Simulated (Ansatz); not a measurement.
Results of the Gaussian-basis code of Ansatz.

`C=C1N[SiH]1N`. Charge 0, multiplicity 1. All single points use the PBE0-D4/def2-TZVP geometry. It is one conformer, not always the lowest.

```xyz
11

C     0.031    0.249   -2.193
C     0.206    0.209   -0.877
N     0.465    1.162    0.127
Si    0.390   -0.386    0.820
N    -0.851   -0.832    1.873
H    -0.163   -0.661   -2.745
H     0.076    1.180   -2.751
H     0.738    2.126    0.021
H     1.619   -1.045    1.312
H    -1.814   -0.570    1.749
H    -0.696   -1.432    2.664
```

Q: What is the dipole moment at ωB97M-V/def2-TZVPP? (Best estimate.)

A: The calculation gave: 2.64 D, with components (-0.54, -0.16, 2.58) D in this frame, pointing from negative to positive charge.

Q: And with PBE, r2SCAN, B3LYP? (An estimate is asked.)

A: The calculation gave: PBE 2.60 D, r2SCAN 2.65 D, B3LYP 2.63 D.

Q: Give the Mulliken charges with ωB97M-V, r2SCAN, PBE in def2-TZVPP. (Estimate.)

A: The calculation gave: 
```tsv
atom	ωB97M-V	r2SCAN	PBE
C1	-0.31	-0.34	-0.29
C2	0.00	0.02	0.01
N3	-0.35	-0.39	-0.31
Si4	0.54	0.64	0.44
N5	-0.37	-0.47	-0.40
H6	0.09	0.08	0.08
H7	0.08	0.06	0.07
H8	0.11	0.14	0.14
H9	-0.04	-0.09	-0.08
H10	0.13	0.17	0.17
H11	0.13	0.17	0.16
```

B3LYP here is the variant with VWN-RPA as its local correlation; programs differ in this.
